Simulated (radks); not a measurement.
Species: the terbium ion Tb+. Configuration: [Xe] 4f8.5 5d0.5 6s1 (fractional occupations, a model configuration). All-electron calculation, scalar-relativistic Kohn-Sham, r2SCAN, spin-polarised, spherical densities, finite nucleus; open shells are filled with parallel spins first (spin-orbit coupling, left out, can overturn this in heavy ions); meta-GGA in the generalised Kohn-Sham scheme; Fermi nuclear charge, rms radius 5.06 fm. Program: a radial shooting solver on a logarithmic mesh with Libxc functionals.

Normalised radial functions P(r) = r R(r), r in bohr:

```
   r/bohr * 5s down, o 5d up (the largest magnitude, 0.995, reaches the edge; | marks zero, & curves that meet)
 0.002278                             o *
 0.003087                             o  *
 0.004217                             o  *
 0.005761                             o   *
 0.007808                             o   *
  0.01067                             o   *
  0.01446                             o   *
  0.01975                             o *
  0.02677                             &
  0.03657                          *  |o
  0.04956                       *     |o
  0.06771                       *     |  o
  0.09176                          *  |   o
   0.1254                             |    &
   0.1699                             |   o     *
   0.2321                             |o    *
   0.3171                      *  o   |
   0.4297              *       o      |
   0.5871                       o*    |
   0.7957                             |o            *
    1.087                             |         o                *
    1.473                             |               o       *
    2.013                             |            *   o
    2.728                             |   *          o
    3.726                             |*         o
     5.05                             *     o
    6.899                             * o
     9.35                             &
    12.77                             &
```

5s down: eigenvalue -55.211 eV, 4 radial nodes at r = 0.0261, 0.103, 0.270, 0.642 bohr, <r> = 1.34 bohr, 90 % of the charge inside 1.93 bohr. 5d up: eigenvalue -8.013 eV, 2 radial nodes at r = 0.253, 0.775 bohr, <r> = 2.62 bohr, 90 % of the charge inside 4.20 bohr.
